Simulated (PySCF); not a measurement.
Excitations are Tamm–Dancoff values on a coarser integration grid. The basis has no diffuse functions, so Rydberg states are missing or too high.

Cartesian coordinates (Å):
SMILES: [OH][Sn]([OH])([OH])[OH]
```xyz
9

O      1.6007    -0.7236    -0.9032
Sn     0.0000     0.0000     0.0001
O      0.6733     1.2883     1.3377
O     -0.9885    -1.5693     0.6799
O     -1.2856     1.0045    -1.1136
H      1.4629    -1.6673    -1.1031
H      1.6175     1.1173     1.5073
H     -1.9464    -1.4105     0.5986
H     -1.1338     1.9607    -1.0037
```
Charge 0, multiplicity 1.

Question: Predict the brightest of the four lowest singlets (TDA), T1 excitation (TDA) and LUMO from PBE-D3(BJ)/def2-TZVP in PySCF.

Answer: 
| Property | Result |
|---|---|
| brightest of the four lowest singlets (TDA) | 5.04 eV |
| T1 excitation (TDA) | 4.28 eV |
| LUMO | -2.90 eV |
